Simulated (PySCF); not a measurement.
C2H7Ga.
Geometry (PBE0-D3(BJ)/def2-SVP, Å), atoms numbered from 1 in this order:
```xyz
10
C2H7Ga angstrom
C      1.647    0.284   -0.174
Ga     0.038   -0.740    0.326
C     -1.672    0.182    0.656
H      2.574   -0.200    0.168
H      1.617    1.317    0.207
H      1.700    0.345   -1.275
H      0.125   -2.312    0.460
H     -2.542   -0.477    0.519
H     -1.788    1.071    0.017
H     -1.689    0.535    1.703
```

Computed with PBE0-D3(BJ)/def2-SVP geometry optimisation, gas phase (PySCF).

(1) Which atoms are bound to Ga2, and at what distances?

(2) List the angles at Ga2.

(3) What is the shape at Ga2?

(4) What are the other bond lengths?

(5) What are the rotational constants (commonest isotopes, rigid rotor)?

Results:

(1) 3 atoms: H7 1.580 Å, C3 1.971 Å, C1 1.971 Å. The nearest atom not counted as bound is H6, at 2.55 Å (others tie with it).

(2) 
```tsv
angle	degrees	distance of the outer atoms (Å)
C1–Ga2–C3	120.5	3.42
C3–Ga2–H7	119.9	3.08
C1–Ga2–H7	119.6	3.08
```

(3) Planar: angles 120.5°, 119.9° and 119.6°, sum 360.0°, 0.00 Å off the plane of its three neighbours.

(4) C1–H4 and 5 like bonds 1.102 Å.

(5) A = 16293, B = 5067, C = 4060 MHz: an asymmetric top.

Point group: near C2, missed by 0.11 Å at most; the miss may be what the optimiser left on a soft mode. Charge 0, singlet. Not checked by PBE0-D3(BJ)/def2-SVP frequencies.
